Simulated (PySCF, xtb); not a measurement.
# Relaxing a trial structure of AlH5SSn

The starting geometry of this gas-phase singlet was built from a drawn formula by distance geometry and a force field; its bonds are those of `[AlH2][SH]=[SnH2]`.

```xyz
8

Al    1.4177   -0.9463   -1.8840
S     2.0952    0.8759   -0.7936
Sn    0.6562    1.0885    0.8071
H    -0.0978   -1.0514   -2.4063
H     2.3892   -2.1732   -2.0987
H     1.8606    1.9595   -1.6595
H    -0.7614    0.0104    0.7721
H     1.1861    1.4514    2.4451
```

Task: Predict what it relaxes into with r2SCAN-D4/def2-SVP.

Result: A new bond forms, giving a structure with H7 bridging Al1 and Sn3, given below by its coordinates. Distances that change by over a tenth: Al1–Sn3 (3.46 → 3.08 Å), S2–Sn3 (2.16 → 2.67 Å). Contacts that close: Al1–H7 (3.57 → 1.75 Å).

The energy falls by 4.09 eV over 23 steps:

```json
{"step": "1", "E − E(last) (eV)": "4.094"}
{"step": "3", "E − E(last) (eV)": "2.112"}
{"step": "6", "E − E(last) (eV)": "0.413"}
{"step": "8", "E − E(last) (eV)": "0.311"}
{"step": "11", "E − E(last) (eV)": "0.102"}
{"step": "13", "E − E(last) (eV)": "0.040"}
{"step": "16", "E − E(last) (eV)": "0.002"}
{"step": "18", "E − E(last) (eV)": "0.000"}
{"step": "21", "E − E(last) (eV)": "0.000"}
{"step": "23", "E − E(last) (eV)": "0.000"}
```

Final geometry (Å):

```yaml
atoms:
  - { symbol: Al, position_ang: [1.1134, -0.7558, -1.1962] }
  - { symbol: S, position_ang: [2.3294, 1.2560, -0.9275] }
  - { symbol: Sn, position_ang: [0.4769, 1.3104, 0.9940] }
  - { symbol: H, position_ang: [0.2579, -0.6634, -2.5307] }
  - { symbol: H, position_ang: [1.9904, -1.9821, -0.7166] }
  - { symbol: H, position_ang: [1.6356, 1.9731, -1.8431] }
  - { symbol: H, position_ang: [-0.0173, -0.3295, 0.0740] }
  - { symbol: H, position_ang: [1.6308, 0.2994, 1.8886] }
```

From the same start GFN2-xTB ends elsewhere, differing in Sn3–H7 (2.48 against 1.94 Å here).

The end wasn't checked by frequencies. Atoms past krypton carry core potentials, without spin–orbit terms. Run with PySCF 2.14.0, 4.7 min on 2 threads of Arm Neoverse V1 (shared host).
